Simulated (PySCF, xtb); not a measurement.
Hf(OMe)(H)3 (CH₆HfO), SMILES [O](C)[HfH3], multiplicity 1.

GFN2-xTB (xtb 6.7.1) at its own geometry gives an orbital gap of 4.05 eV and a dipole moment of 1.26 D.

Geometry optimised at B3LYP-D3(BJ)/def2-SVP. The spin state was assumed, not searched. The structure was generated by enumeration; whether it is a known compound was not checked. The def2 effective core potentials stand for the cores of Hf; spin–orbit coupling is left out.

Q: What does PySCF with ωB97X/def2-TZVPD give? (Estimate from the structure and the level; the computed values follow.)

A: gap 11.02 eV (levels -10.45 and 0.57 eV), dipole 2.27 D.
